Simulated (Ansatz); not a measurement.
A nudged elastic band was laid between two geometries of C3H4OTe (9 atoms, charge 0, multiplicity 1).

The calculation used RKS PBE/def2-mTZVP in Ansatz.

```json
{"movable images": "5", "climbing image": "yes", "spring": "5.0 eV/Å²", "optimiser": "quadratic models (default)", "start path": "through a guess of the saddle point", "force threshold": "0.05 eV/Å", "iteration limit": "60", "end points": "relaxed"}
```

First end point:

```xyz
9
Properties=species:S:1:pos:R:3
Te -0.709 1.763 -1.957
C -0.143 0.346 -0.496
C 0.988 -0.276 -0.102
C 0.119 -1.079 0.830
O -1.062 -0.328 0.321
H -1.384 2.796 -0.805
H 2.046 -0.210 -0.326
H -0.012 -2.148 0.607
H 0.245 -0.910 1.909
```

Last end point:

```xyz
9
Properties=species:S:1:pos:R:3
Te -0.395 2.479 -1.066
C -0.036 0.588 -0.195
C 0.981 -0.298 -0.128
C 0.115 -1.087 0.819
O -0.939 -0.045 0.670
H -1.766 1.926 -1.883
H 1.961 -0.413 -0.575
H -0.258 -2.061 0.468
H 0.426 -1.136 1.872
```

(1) Which bonds break or form, and what moves?

(2) Give the energies along the band, and the barrier.

(3) What is the geometry of the highest image?

Answers

(1) No bond is made or broken. The dihedral H6–Te1–C2–O5 goes from 62 to -62°. The two ends are copies of one structure, up to a mirror image or an exchange of like atoms.

(2) The forces met the threshold. The highest image is number 4 of 0 to 6, 0.034 eV above the ends, which have the same energy within 2 meV. Beside the main top the profile has a ripple of under 15 meV (maxima at images 2, 4), which may be a very shallow well or noise. A vibrational analysis at the climbing image gives one clearly imaginary mode, 83i cm⁻¹: a first-order saddle point.

```
image  path coordinate (Å)  energy (eV)  dihedral H6–Te1–C2–O5 (°)
    0                 0.00        0.000                         62
    1                 0.85        0.021                        102
    2                 1.70        0.033                        144
    3                 2.55        0.026                       -176
    4                 3.41        0.034                       -136
    5                 4.18        0.019                        -98
    6                 4.96        0.000                        -62
```

(3) 
```xyz
9
Properties=species:S:1:pos:R:3
Te -1.301 2.242 -0.892
C -0.373 0.513 -0.088
C 0.846 -0.049 0.050
C 0.147 -1.176 0.766
O -1.145 -0.460 0.562
H -0.404 2.127 -2.314
H 1.869 0.198 -0.207
H 0.099 -2.153 0.264
H 0.351 -1.288 1.841
```

Run time: 2.6 min on 2 threads of Arm Neoverse V2, on a shared host, peak memory 0.17 GiB.
